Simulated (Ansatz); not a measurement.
`FBBCl` at its PBE0-D4/def2-TZVP geometry, where that method's forces vanish. The species carries charge 0 and has multiplicity 1.

```xyz
6

F    -1.1048   -0.2174    1.5609
B    -0.8366   -0.0063    0.2805
B     0.7395   -0.1692   -0.3152
Cl    1.7507    1.2525   -0.3594
H    -1.7698    0.3113   -0.4126
H     1.2210   -1.1710   -0.7542
```

(1) What forces (eV/Å) does ωB97M-V/def2-TZVPP give on these atoms in Ansatz? (An estimate is asked.)

Answers

(1) Computed: 
```
F1  -0.031 -0.029  0.181
B2  -0.063  0.063 -0.303
B3  -0.004 -0.200 -0.044
Cl4  0.048  0.063 -0.002
H5   0.119 -0.039  0.101
H6  -0.069  0.143  0.067
```
